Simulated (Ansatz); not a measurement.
Compare A (`[SiH3]NCS`) with its isomer B (`CS[SiH2]N`).

Program: Ansatz. Geometries: PBE0-D4/def2-TZVP. ΔE: electronic, gas phase. CBS: MP2 limit from def2 TZ/QZ plus the TZ coupled-cluster correction, frozen cores. DFT in def2-TZVPP. B3LYP here is the variant with VWN-RPA as its local correlation; programs differ in this. One conformer a species, not always the lowest.

Task: Which isomer does CCSD(T)/CBS put lower? Give the gap. (Estimate.)

Result: Computed: B, by 33.8 kcal/mol.

Task: Give E(B) − E(A) in kcal/mol with r2SCAN-D4, B2PLYP, MP2/def2-TZVPP, ωB97M-V, B3LYP, CCSD(T)/def2-TZVPP, PBE0-D4. (Estimate.)

Result: The calculation gave: r2SCAN-D4 -34.4, B2PLYP -33.1, MP2/def2-TZVPP -34.2, ωB97M-V -33.6, B3LYP -32.4, CCSD(T)/def2-TZVPP -32.4, PBE0-D4 -33.8. None reverses the order clearly.

Largest T1 diagnostic: 0.011.
